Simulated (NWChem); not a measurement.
# bicarbonate (CHO$_{3}$ (-1))

SMILES: C([O-])(O)=O
```xyz
5

O      0.6016     1.1439     0.0000
C     -0.0410    -0.1708     0.0000
O     -1.2993    -0.1009     0.0000
O      0.7534    -1.1276     0.0000
H     -0.2000     1.7028     0.0000
```
Charge -1, spin multiplicity 1.

Everything below was run with NWChem. The geometry was optimised at PBE/def2-SVP, a minimum by its harmonic frequencies. It is one conformer; others weren't searched.

The correlated methods keep 4 core orbitals frozen. The anion's geometry comes from a basis without diffuse functions.

Worked example. A B2PLYP run in aug-cc-pVDZ ends its self-consistent part (53 % exact exchange, 47 % B88, 73 % LYP) at -264.04937 Ha, and second-order perturbation theory on those orbitals gives -0.91384 Ha unscaled.

The perturbative term enters with the weight 0.27: -264.04937 + 0.27·(-0.91384) = -264.29611 Ha is the total energy.
